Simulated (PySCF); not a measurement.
# Telling isomers of C6H7FOSi apart by NMR

[PySCF: geometry from GFN2-xTB; PBE0/pcSseg-1 with gauge-including orbitals; equivalent nuclei averaged; a single conformation; no solvent; non-relativistic Hamiltonian]

Shifts are taken against calculated references (same method and geometry level): 1H, 13C against TMS. Splittings of carbon signals by F and P are missing where no couplings were computed. Where no couplings were computed, multiplicities follow the n + 1 count of equivalent neighbours, and m marks all less simple cases (inequivalent or close neighbours, rings, F or P nearby). Shifts are as computed. Against solution values, carbons near 30 ppm lie about +3 ppm off and those near 130 ppm about +5 ppm (rms about the fit 2.1 ppm; single classes can miss by 10 ppm). Of 1328 compounds with measured shifts, 309 miss one by over three times the rms of a fit or turn the order of signals round; such compounds aren't used in these exercises. Signals without a measured value on file couldn't be tested in this way; 1H shifts scatter by 0.2 ppm about their fit, and single ones miss by 0.5 ppm. OH and NH positions are gas-phase values without hydrogen bonding to other molecules.

(1) Tabulate the signals of `O[SiH2]c1cccc(F)c1`, `CC#C[SiH2]/C(F)=C\C=O`, `Fc1cccc(O[SiH3])c1` and their relative energies.

(2) What is the quickest way to tell CC#C[SiH2]/C(F)=C\C=O from Fc1cccc(O[SiH3])c1?

(3) What is the quickest way to tell O[SiH2]c1cccc(F)c1 from CC#C[SiH2]/C(F)=C\C=O?

(4) What is the quickest way to tell O[SiH2]c1cccc(F)c1 from Fc1cccc(O[SiH3])c1?

Results:

(1) 
```json
{"SMILES": "O[SiH2]c1cccc(F)c1", "carbon types": "2×C 4×CH", "δC": "172.6, 144.5, 135.3, 133.0, 124.7, 123.1", "δH": "7.73 (m, 1H), 7.61 (m, 1H), 7.38 (m, 1H), 7.30 (m, 1H), 5.48 (s, 2H), 1.36 (br s, 1H)", "E rel. (kcal/mol)": "0.0"}
{"SMILES": "CC#C[SiH2]/C(F)=C\\C=O", "carbon types": "3×C 2×CH 1×CH3", "δC": "212.4, 197.7, 123.9, 112.2, 84.9, 6.0", "δH": "9.62 (m, 1H), 6.58 (m, 1H), 4.91 (m, 2H), 2.08 (s, 3H)", "E rel. (kcal/mol)": "79.2"}
{"SMILES": "Fc1cccc(O[SiH3])c1", "carbon types": "2×C 4×CH", "δC": "173.5, 163.5, 136.4, 121.1, 113.6, 106.7", "δH": "7.56 (m, 1H), 7.03 (d, 1H), 6.97 (m, 1H), 6.54 (m, 1H), 5.14 (s, 3H)", "E rel. (kcal/mol)": "13.0"}
```

Energies are electronic energies at PBE0/pcSseg-1 on these geometries, without zero-point or thermal terms, each for the one conformer computed, which needn't be the lowest.

(2) Both give the same number of carbon signals, but DEPT or the intensities differ. The first has an aldehyde carbonyl carbon (CH) at 197.7 ppm, the second an aromatic carbon bearing oxygen (C) at 163.5 ppm. Their most deshielded carbons lie at 212.4 and 173.5 ppm. In the proton spectra the most deshielded non-exchanging signals are 9.62 (m, 1H) and 7.56 (m, 1H).

(3) Both give the same number of carbon signals, but DEPT or the intensities differ. The first has an aromatic carbon bearing fluorine (C) at 172.6 ppm, the second an aldehyde carbonyl carbon (CH) at 197.7 ppm. Their most deshielded carbons lie at 172.6 and 212.4 ppm. In the proton spectra the most deshielded non-exchanging signals are 7.73 (m, 1H) and 9.62 (m, 1H).

(4) Both give the same number of carbon signals, with the same numbers of each carbon type, so the positions decide. The first has a substituted aromatic carbon (C) at 144.5 ppm, the second an aromatic CH at 106.7 ppm. Their most deshielded carbons lie at 172.6 and 173.5 ppm.
